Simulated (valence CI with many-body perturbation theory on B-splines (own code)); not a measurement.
# Valence orbitals of Ir⁵³⁺

Level of theory: configuration interaction combined with many-body perturbation theory (CI+MBPT): six valence electrons over a frozen Dirac-Fock core [Ar], a basis of 7 s, 7 p, 8 d, 6 f, 4 g, 1 h functions for each j, with the one-electron correlation potential Σ1 (screened to all orders), the two-electron term Σ2, the three-electron term Σ3, Breit, model QED; selected single and double excitations, second order for the rest, scaled by the run's own slope (own B-spline code, finite nucleus).

No measured spectrum was set against this ion. As an estimate, large intervals hold to a few tenths of a per cent, small ones and those within an open d or f shell to about a per cent. Core correlation moves these levels by up to 17000 cm⁻¹, and in measured spectra 5 to 20 % of such shifts remained as error; rates that hang on mixing are uncertain with them. Among the levels kept, up to 1100 cm⁻¹ of a level comes from second order outside the variational space, and about a tenth of that is noise between levels of different J, which matters for small intervals. The list stops below the first excitations out of the core. Only levels of the ground parity were solved; by the run's estimate the other parity begins above the list, which can be wrong where configurations are misplaced.

These are the spectroscopic orbitals of the CI (the correlating ones are not listed), shaped by the core and the other valence electrons. h is the expectation value of the core's Dirac-Fock operator, without the valence repulsion; Σ1 is computed up to l = 3 at one energy for each symmetry, that of its lowest orbital but kept below the first core excitation, so for empty shells it is not the orbital's own correlation shift; Breit and QED include the response of the core, and the two lowest orbitals of each symmetry also the frequency dependence of Breit exchange, which makes a step in that column.

| Orbital | h (hartree) | Σ1 (cm⁻¹) | Breit (cm⁻¹) | QED (cm⁻¹) | ⟨r⟩ (bohr) |
| --- | --- | --- | --- | --- | --- |
| 4s1/2 | -130.69 | -8082 | 17248 | 13407 | 0.3565 |
| 5s1/2 | -80.368 | -3125 | 8401 | 6677 | 0.5798 |
| 6s1/2 | -54.395 | -1572 | 4604 | 3740 | 0.8606 |
| 4p1/2 | -127.31 | -10688 | 27362 | 730 | 0.3505 |
| 5p1/2 | -78.685 | -3912 | 13624 | 381 | 0.5773 |
| 6p1/2 | -53.442 | -1931 | 7548 | 219 | 0.8615 |
| 4p3/2 | -121.43 | -9665 | 15434 | 1824 | 0.3691 |
| 5p3/2 | -75.82 | -3738 | 7810 | 939 | 0.6002 |
| 6p3/2 | -51.831 | -1884 | 4823 | 536 | 0.8890 |
| 3d3/2 | -217.09 | -21621 | 36400 | -2460 | 0.1601 |
| 4d3/2 | -116.92 | -10794 | 13530 | -682 | 0.3471 |
| 5d3/2 | -73.607 | -4198 | 6597 | -307 | 0.5866 |
| 3d5/2 | -213.58 | -19141 | 19495 | -605 | 0.1641 |
| 4d5/2 | -115.58 | -10168 | 7283 | -34.8 | 0.3519 |
| 5d5/2 | -72.939 | -3902 | 3532 | 8.4 | 0.5926 |
| 4f5/2 | -111.44 | -26649 | 2178 | -512 | 0.3134 |
| 5f5/2 | -71.019 | -10621 | 969 | -243 | 0.5594 |
| 4f7/2 | -110.94 | -20506 | 190 | -235 | 0.3155 |
| 5f7/2 | -70.753 | -8156 | 155 | -102 | 0.5621 |
| 5g7/2 | -69.577 |  | 183 | -71.1 | 0.5029 |
| 5g9/2 | -69.449 |  | -31.8 | -2.1 | 0.5043 |

Among the shells of the start configuration 3d6, Σ1 is largest in size for 3d3/2, where it is 0.045 % of h.

Lowest root of each symmetry, sizes in configuration state functions:

```csv
J,Parity,Roots,Reference,Variational,Second order,Change by selected CI (cm⁻¹),Change by second order (cm⁻¹)
0,even,5,26,15444,235742,-37565,-7
1,even,4,60,31579,701228,-31519,-56
2,even,8,86,32315,1164146,-33164,-584
3,even,6,88,30476,1158399,-29746,-733
4,even,7,77,32114,472808,-31018,-887
5,even,2,52,28579,39671,-31275,-600
6,even,2,31,29080,25756,-31037,-236
```
